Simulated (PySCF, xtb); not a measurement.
Cd(H)(Et) (C₂H₆Cd), SMILES C[CH2][CdH].

Harmonic wavenumbers (cm⁻¹) from GFN2-xTB in xtb 6.7.1 at its own minimum, in rising order: 96, 177, 239, 270, 398, 564, 928, 973, 1028, 1134, 1236, 1245, 1407, 1479, 1483, 1505, 2887, 2897, 2943, 2948, 2959.

**Question.** What does B3LYP-D3(BJ)/def2-SVP (PySCF) give at its own minimum? (Estimate from the structure and the level; the computed values follow.)

**Answer.** 185, 222, 420, 426, 498, 641, 935, 963, 1027, 1189, 1245, 1397, 1441, 1473, 1481, 1764, 3002, 3027, 3069, 3070, 3094. Paired by order, the mean absolute difference is 86 cm⁻¹ and the zero-point energies are 41.2 and 43.7 kcal/mol.
